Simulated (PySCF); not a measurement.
# What a mistake does to a calculation on AlBClHN

Calculated results; nothing here was measured. The program is PySCF 2.14.0, an open-source quantum chemistry code, run on an isolated molecule that a program drew, which may never have been made. The molecule is AlBClHN (charge 0, doublet), drawn as the SMILES string `[AlH][N]=BCl`.

Each row is a Hartree-Fock (HF) and frozen-core CCSD(T) single point in the cc-pV(D+d)Z basis, meant for a local HF minimum. Run 1 is clean. Each other run has one planted mistake out of seven kinds, and not every kind appears here: one electron removed, one electron added, multiplicity raised by two, geometry at a saddle point, minimal basis STO-3G, one bond length entered in bohr, all coordinates scaled. The reference is restricted for singlets and unrestricted otherwise, and also for a bond in bohr. Adding or removing an electron swaps singlet and doublet. Electrons count all cores. HOMO and LUMO are orbital energies over both spins, the gradient is its largest component, and the lowest frequency (negative if imaginary) is given only where the gradient is small. Bond lengths are over the 4 bonds as drawn. T1 is the CCSD diagnostic: over 0.02 (restricted) or 0.045 (unrestricted) a single reference is doubtful.

Geometry of the clean run:
```xyz
5
AlBClHN, angstrom
Al   -3.0655    1.5489   -0.3587
N    -1.4184    2.0784    0.0460
B    -0.2397    2.4385    0.2378
Cl    1.3684    2.9312    0.5068
H    -4.1349    1.4680    0.8194
```

| run | electrons | basis functions | <S^2> | HOMO (eV) | LUMO (eV) | gradient (hartree/bohr) | lowest frequency (cm^-1) | mean bond (Å) | longest bond (Å) | T1 | HF (hartree) | CCSD(T) (hartree) | mistake |
|---|---|---|---|---|---|---|---|---|---|---|---|---|---|
| 1 | 43 | 79 | 0.755 | -7.98 | 1.12 | 4.0e-05 | 94 | 1.5801 | 1.777 | 0.0156 | -781.20608 | -781.66383 | no fault |
| 2 | 44 | 79 | 0.000 | -0.10 | 6.62 | 5.6e-02 | - | 1.5801 | 1.777 | 0.0173 | -781.18074 | -781.67595 | one electron added |
| 3 | 43 | 79 | 0.867 | -8.40 | 0.98 | 7.9e-03 | - | 1.9345 | 3.011 | 0.0277 | -781.14774 | -781.60459 | one bond length entered in bohr |
| 4 | 43 | 29 | 0.759 | -5.11 | 6.93 | 1.0e-01 | - | 1.5801 | 1.777 | 0.0162 | -772.32312 | -772.49480 | ? |
| 5 | 42 | 79 | 0.000 | -16.38 | -6.59 | 7.6e-02 | - | 1.5801 | 1.777 | 0.0185 | -780.93750 | -781.39259 | ? |

**Which mistake was planted in run 4, and what did it cost?**

It has 29 basis functions where the clean run has 79, with the same electrons and geometry. So the mistake is: minimal basis STO-3G. Subtracting run 1 and multiplying by 627.51 kcal/mol a hartree, the energy moved by 5574.1 kcal/mol in HF and 5753.7 kcal/mol in CCSD(T).

**Which mistake was planted in run 5, and what did it cost?**

It counts 42 electrons, one fewer than the clean run, at the same geometry and basis. So the mistake is: one electron removed. Subtracting run 1 and multiplying by 627.51 kcal/mol a hartree, the energy moved by 168.5 kcal/mol in HF and 170.2 kcal/mol in CCSD(T).

